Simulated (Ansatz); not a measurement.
Consider the redistribution: `F[SiH2]S[SiH2]Cl` + `F[SiH]([SiH3])S` → `F[SiH]([SiH3])[SiH2]Cl` + `F[SiH2]SS`.

Gas-phase electronic energies from Ansatz, PBE0-D4/def2-TZVP geometries. CCSD(T)/CBS is the MP2 limit (def2-TZVPP, def2-QZVPP) plus CCSD(T) − MP2 in def2-TZVPP, frozen cores. DFT in def2-TZVPP. B3LYP here is the variant with VWN-RPA as its local correlation; programs differ in this. One conformer a species, not always the lowest.

(1) Is it downhill or uphill in electronic energy at CCSD(T)/CBS, and by how much? (An estimate is asked.)

(2) What do these levels give: B3LYP-D4, PBE, HF/def2-TZVPP, CCSD(T)/def2-TZVPP, MP2/def2-QZVPP, SCS-MP2/def2-QZVPP? (Estimate.)

Largest T1 diagnostic among the species: 0.013.

## Answers

(1) The calculation gave: Uphill: ΔE = +44.5 kcal/mol.

(2) Ansatz gave: B3LYP-D4 42.2, PBE 39.8, HF/def2-TZVPP 46.3, CCSD(T)/def2-TZVPP 44.7, MP2/def2-QZVPP 47.7, SCS-MP2/def2-QZVPP 46.3 kcal/mol.

From PBE to PBE0 (25 % exact exchange), in def2-TZVPP and without D4, ΔE moves by +2.2 kcal/mol.
